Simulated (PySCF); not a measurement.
## Two-component Hartree-Fock for Tl⁵⁶⁺ (thallium, charge +56)

Start: [Ar] 3d7; 3d3/2 filled at m_j = -3/2, -1/2, +1/2, +3/2; 3d5/2 filled at m_j = +1/2, +3/2, +5/2. Calculated with PySCF 2.14 in an uncontracted even-tempered set (15 s from 16 bohr⁻², ratio 2.8; 13 p from 21 bohr⁻², ratio 2.8; 8 d from 21 bohr⁻², ratio 2.8; 3 f from 74 bohr⁻², ratio 3): generalised Hartree-Fock with the X2C-1e Hamiltonian and a Gaussian nucleus; one run each with spin-orbit coupling (SO) switched off, then screened by Boettger's factors.

```
spinor shell  electrons  ε, spin-free (eV)  ε, screened SO (eV)  weight of nominal j (screened SO)  rms radius, screened SO (bohr)
       1s1/2          2           -89600.4             -89561.3                              1.000                          0.0184
       2s1/2          2           -18961.7             -18947.6                              1.000                          0.0740
       2p1/2          2           -16824.7             -18333.7                              1.000                          0.0625
       2p3/2          4           -16824.7             -16234.2                              1.000                          0.0705
       3s1/2          2            -6952.2              -6948.0                              1.000                           0.184
       3p1/2          2            -6315.9              -6692.7                              1.000                           0.175
       3d3/2          4            -5729.2              -5789.3                              0.996                           0.164
       3d5/2          3            -5729.2              -5682.2                              0.997                           0.167
```

Task: Where does 3p3/2 lie, and what is the 3p spin-orbit splitting (screened SO)?

Result: At -6164.9 eV, 527.79 eV above 3p1/2.

| quantity | spin-free | screened SO |
| --- | --- | --- |
| E (hartree) | -17447.70509 | -17485.75044 |
| M_J | 9/2 | 9/2 |
| ⟨J²⟩ | 24.750 | 24.750 |
| ⟨L²⟩ | 12.000 | 16.275 |
| ⟨S²⟩ | 3.750 | 2.502 |

Each row is a mean over spinors that exchange with the open shell spreads, by up to 45.809 eV (3p3/2).

Breit and QED terms are absent; they matter most for the inner s and p1/2 levels.

Densities and radii are taken from the X2C orbitals without a picture-change correction, which distorts them close to the nucleus.

Without spin-orbit coupling the j labels of p, d and f shells carry no meaning; the spin-free column gives the mean over the occupied spinors of each nl shell.
